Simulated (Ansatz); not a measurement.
The same ligand exchange along the group B, Al, Ga, In.

Computed with Ansatz on PBE0-D4/def2-TZVP structures; ΔE is electronic, products minus reactants. CCSD(T)/CBS adds triple-zeta CCSD(T) − MP2 to the extrapolated MP2 energy (def2 sets, frozen cores). This one scheme is used for every species. For Ga outer-core shells are correlated without core-valence functions, which leaves a few kJ/mol of doubt a bond. Scalar relativity is left out up to krypton. One conformer a species, not always the lowest.

(1) Order these by ΔE at CCSD(T)/CBS, lowest first. (Best estimate.)
A. `[NH2][Ga]([Cl])[Cl]` + `O[SiH3]` → `[SiH3][O][Ga]([Cl])[Cl]` + NH₃
B. `[NH2][Al]([Cl])[Cl]` + `O[SiH3]` → `[SiH3][O][Al]([Cl])[Cl]` + NH₃
C. `NB(Cl)Cl` + `O[SiH3]` → `[SiH3]OB(Cl)Cl` + NH₃

Largest T1 diagnostic: 0.012, for `[SiH3][O][Ga]([Cl])[Cl]`.

## Answers

(1) B (-62.7 kJ/mol), A (-22.3 kJ/mol), C (-10.8 kJ/mol).
